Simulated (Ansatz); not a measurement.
FH4NOSn (`[NH2][SnH]([OH])[F]`). Total charge 0; spin multiplicity 1. Sn: def2 effective core potential.

| atom | x (Å) | y (Å) | z (Å) |
| --- | --- | --- | --- |
| N1 | -0.948 | -1.237 | 0.212 |
| Sn2 | 0.456 | 0.173 | 0.304 |
| O3 | -0.472 | 1.836 | -0.095 |
| F4 | 1.724 | 0.049 | -1.147 |
| H5 | -0.619 | -2.187 | 0.321 |
| H6 | -1.527 | -1.183 | -0.616 |
| H7 | 1.365 | 0.166 | 1.734 |
| H8 | 0.021 | 2.383 | -0.713 |

Question: What are the harmonic wavenumbers in cm⁻¹ at PBE0-D4/def2-TZVP (Ansatz, finite differences of forces, unscaled)? (An estimate is asked.)

Answer: The calculation gave: 118, 149, 166, 188, 225, 495, 542, 561, 606, 650, 664, 847, 869, 1562, 1996, 3558, 3658, 3886.

Question: Is this a minimum?

Answer: Yes, all 18 modes are real.

Question: Give the ideal-gas thermochemistry at 298.15 K and 1 bar (rigid rotor, harmonic oscillator; point group C1, symmetry number 1).

Answer: Zero-point energy 124.0 kJ/mol; H(298) − E = 145.0 kJ/mol; entropy 348.2 J/(mol·K), of which translation 173.0, rotation 109.3, vibration 65.8; G(298) − E = 41.2 kJ/mol.

Question: And at 400, 500, 600, 800 and 1000 K?

Answer: 
```json
{"T (K)": "400", "H − E (kJ/mol)": "156.4", "S (J/mol/K)": "380.8", "G − E (kJ/mol)": "4.1"}
{"T (K)": "500", "H − E (kJ/mol)": "168.6", "S (J/mol/K)": "408.1", "G − E (kJ/mol)": "-35.4"}
{"T (K)": "600", "H − E (kJ/mol)": "181.6", "S (J/mol/K)": "431.8", "G − E (kJ/mol)": "-77.4"}
{"T (K)": "800", "H − E (kJ/mol)": "209.3", "S (J/mol/K)": "471.5", "G − E (kJ/mol)": "-167.9"}
{"T (K)": "1000", "H − E (kJ/mol)": "238.6", "S (J/mol/K)": "504.1", "G − E (kJ/mol)": "-265.5"}
```

Question: Rotational constants (cm⁻¹)?

Answer: 0.1592, 0.1399, 0.09609.
